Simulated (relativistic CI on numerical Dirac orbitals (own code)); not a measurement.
## Co⁵⁺: L-alpha,beta X-ray emission

Computed with this model: Dirac-Coulomb-Breit CI, separate exchange-only KLI orbitals for each configuration, QED by a radiative potential, valence Slater integrals scaled by 0.9, multiplet model of X-ray emission after core ionisation; configurations [Ar] 3d4 → [He] 2s2 2p5 3s2 3p6 3d4 → [Ar] 3d3; 300 K; Lorentzian 0.42 eV and Gaussian 0.5 eV FWHM. Energies are those of the free ion, without screening or charge transfer. S is read from ⟨S²⟩ = S(S + 1).

Field parameters in Wybourne normalisation: D4h B²₀ = −7Ds, B⁴₀ = 21(Dq − Dt), B⁴₄ = 21√(5/14) Dq; Oh B⁴₀ = 21Dq, B⁴₄ = √(5/14) B⁴₀; Td as Oh with Dq negative (B⁴₀ = 21Dq, B⁴₄ = √(5/14) B⁴₀). The field is a parameter set, without covalency.

Peaks in eV (height, largest 100): 786.0 (8), 788.7 (7), 790.9 (9), 791.6 (8), 793.2 (11), 796.1 (32), 797.9 (31), 800.2 (11), 802.3 (25), 803.2 (38), 805.9 (100), 807.9 (14), 810.0 (15), 810.6 (17), 812.5 (8).

**Question.** Which surroundings give this spectrum?
A. Oh, 10Dq = 21250 cm⁻¹
B. Td, 10Dq = -5350 cm⁻¹
C. free ion
D. Oh, 10Dq = 33450 cm⁻¹

**Answer.** C. free ion, where the ground state has S = 2.00.
